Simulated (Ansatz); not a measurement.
Reaction: H3BO2 (boronic acid, SMILES OBO) → H2BO2 (SMILES [O]BO, doublet) + H (doublet) (the H-O bond breaks)
Each species at its own B3LYP-D3(BJ)/def2-TZVP minimum (Ansatz, a first-principles code), one conformer.

Property: bond dissociation energy (electronic), in kcal/mol. Open shells are spin-unrestricted; no spin-orbit coupling. CBS(X,Y): correlation extrapolated as X^-3, Hartree-Fock from the larger set. A bracket is a step between two methods taken in the basis named. Functionals run without relativity, which enters their misses. Double hybrids freeze cores in their MP2 part. '+ core + X2C': CCSD(T) terms for core correlation (cc-pwCVTZ) and scalar relativity (cc-pVTZ-DK). Where a partner has so few electrons that a lower coupled-cluster level is exact, that level stands in.

CCSD(T)/CBS(cc-pVTZ,cc-pVQZ) + [CCSDT(Q) - CCSD(T)]/cc-pVDZ + core + X2C (Ansatz) gives 122.7 kcal/mol.

### Question
What does PBE/def2-TZVPD (Ansatz) give here, and how do the other levels compare?

### Answer
PBE gives 113.8 kcal/mol, 8.9 kcal/mol below it. Differences of the others: B3LYP/def2-TZVPD (Ansatz) -6.6; PBE0/def2-TZVPD (Ansatz) -7.2; wB97M-V/def2-TZVPD (Ansatz) -3.1; B2PLYP/def2-TZVPD (Ansatz) -4.1; CCSD(T)/CBS(cc-pVTZ,cc-pVQZ) + core + X2C (Ansatz) 0.2 kcal/mol. Nearer than PBE: B3LYP/def2-TZVPD, PBE0/def2-TZVPD, wB97M-V/def2-TZVPD, B2PLYP/def2-TZVPD, CCSD(T)/CBS(cc-pVTZ,cc-pVQZ) + core + X2C.
